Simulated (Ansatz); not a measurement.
Isomers of CH$_{3}$FSSi, relaxed with PBE0-D4/def2-TZVP in Ansatz; electronic energies, one conformer each and not always the lowest. Functionals use def2-TZVPP; CBS adds triple-zeta CCSD(T) − MP2 to the MP2 limit of def2-TZVPP and def2-QZVPP.

Order them by energy at frozen-core CCSD(T)/CBS, lowest first. (An estimate is asked.)
A. `F[SiH2]C=S`
B. `FC1[SiH2]S1`
C. `F[SiH]1CS1`

C (0.0 kcal/mol), A (21.6 kcal/mol), B (55.8 kcal/mol).

How do B3LYP, HF/CBS(def2), PBE0-D4, r2SCAN-D4 place them (kcal/mol, against `F[SiH]1CS1`)? (An estimate is asked.)

Ansatz gave: 
| isomer | B3LYP | HF/CBS(def2) | PBE0-D4 | r2SCAN-D4 |
| --- | --- | --- | --- | --- |
| `FC1[SiH2]S1` | 53.1 | 57.5 | 52.3 | 53.5 |
| `F[SiH2]C=S` | 20.1 | 18.0 | 26.6 | 25.9 |

B3LYP here is the variant with VWN-RPA as its local correlation; programs differ in this.
